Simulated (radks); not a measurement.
N+, configuration [He] 2s2 2p2 (the NIST ground configuration). All-electron calculation, non-relativistic Kohn-Sham, PBE, spin-unpolarised, spherical densities, point nucleus. Program: a radial shooting solver on a logarithmic mesh with Libxc functionals.

Unscreened Slater integrals over Kohn-Sham orbitals (eV).

integral,value
"F0(2p,2p)",19.653
"F2(2p,2p)",8.9491
"F0(2p,2s)",19.678
"G1(2p,2s)",12.054
"F0(2p,1s)",28.030
"G1(2p,1s)",3.0054
"F0(2s,2s)",19.838
"F0(2s,1s)",28.054
"G0(2s,1s)",2.0868
"F0(1s,1s)",111.67

Derived for the open shells (J is the average intra-shell exchange parameter used in DFT+U). 2p: J = F2/5 = 1.790 eV; in LS coupling 1D lies 6 F2/25 = 2.148 eV above 3P.
